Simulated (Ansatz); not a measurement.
```yaml
crystal:
  periodic: [false, false, false]
  atoms:
    - {symbol: S, position_ang: [-0.691382, 1.080362, -1.799331]}
    - {symbol: Ge, position_ang: [0.009874, -0.005206, -0.001892]}
    - {symbol: S, position_ang: [2.219820, 0.125526, 0.006874]}
    - {symbol: S, position_ang: [-0.797642, -2.062043, -0.137415]}
    - {symbol: S, position_ang: [-0.691393, 0.835429, 1.922316]}
    - {symbol: H, position_ang: [-1.980422, 0.760485, -1.587902]}
    - {symbol: H, position_ang: [2.332562, -0.342179, -1.248989]}
    - {symbol: H, position_ang: [-0.310157, -2.418638, 1.064187]}
    - {symbol: H, position_ang: [-0.002762, 1.979865, 1.765152]}
basis:
  gaussian: {orbitals: def2-TZVPD}
total_charge: 1
magnetization: {spin_polarized: true, initial_magnetization: 1}
hamiltonian: {xc: {name: PBE-QIDH}}
accuracy: high
output: {forces: true}
```

```sh
$ ansatz run in.yaml --threads 2 --pin off --events-out ev --progress --plain --max-ram 20480MiB --backend cuda --devices 0, --max-vram 18GiB
```

It prints (some lines left out):

```
Functional definition: PBE-QIDH
4422 factors; integrals over basis functions are off by at most 5.3e-9 eV
mean field evaluation 1: about -99867.8417 eV, gradient 1.5e1 eV
mean field evaluation 2: about -99868.0832 eV, gradient 1.5e1 eV
mean field evaluation 4: about -99869.5800 eV, gradient 2.7e0 eV
mean field evaluation 8: about -99869.6402 eV, gradient 5.7e-1 eV
mean field evaluation 16: about -99869.9374 eV, gradient 1.6e0 eV
mean field evaluation 32: about -99869.9761 eV, gradient 1.5e-1 eV
mean field -99869.97716625 eV, -3670.1539665579 hartree, gradient 2.3e-8 eV, S^2 0.764697; 2 other end points of the search recorded, 0 dependent functions left out
29 core orbitals not correlated: weight in the atoms' cores, before any rotation towards them, 1.000 or more for the frozen orbitals, at most 0.000 for the correlated occupied ones
reference -99869.97716946 eV, -3670.1539666758 hartree; 21, 20 occupied and 224, 225 virtual orbitals, 4422 factors
second order -28.30121381 eV of doubles, -0.00000000 eV of singles
Total energy: -99879.41090740 eV, -3670.5006501506 hartree
Atom 0 at    -0.691382     1.080362    -1.799331 Å, force     0.469729    -0.122480     0.121393 eV/Å
Atom 1 at     0.009874    -0.005206    -0.001892 Å, force    -2.814103     0.591503     0.308857 eV/Å
Atom 2 at     2.219820     0.125526     0.006874 Å, force     0.936850    -0.322152    -0.081614 eV/Å
Atom 3 at    -0.797642    -2.062043    -0.137415 Å, force     0.845949     0.232045     0.087233 eV/Å
Atom 4 at    -0.691393     0.835429     1.922316 Å, force     0.515267    -0.219752    -0.447850 eV/Å
Atom 5 at    -1.980422     0.760485    -1.587902 Å, force     0.143365    -0.073160     0.159866 eV/Å
Atom 6 at     2.332562    -0.342179    -1.248989 Å, force     0.152856    -0.005894    -0.164896 eV/Å
Atom 7 at    -0.310157    -2.418638     1.064187 Å, force    -0.136513    -0.047435    -0.000263 eV/Å
Atom 8 at    -0.002762     1.979865     1.765152 Å, force    -0.113401    -0.032676     0.017273 eV/Å
Dipole moment:     0.810077    -0.115118    -0.062281 e Å
```

It took 19 s on 2 threads of an AMD EPYC 7R13 on a shared host and a share of an NVIDIA H100 80 GB, with 3.6 GiB of host memory at the peak.
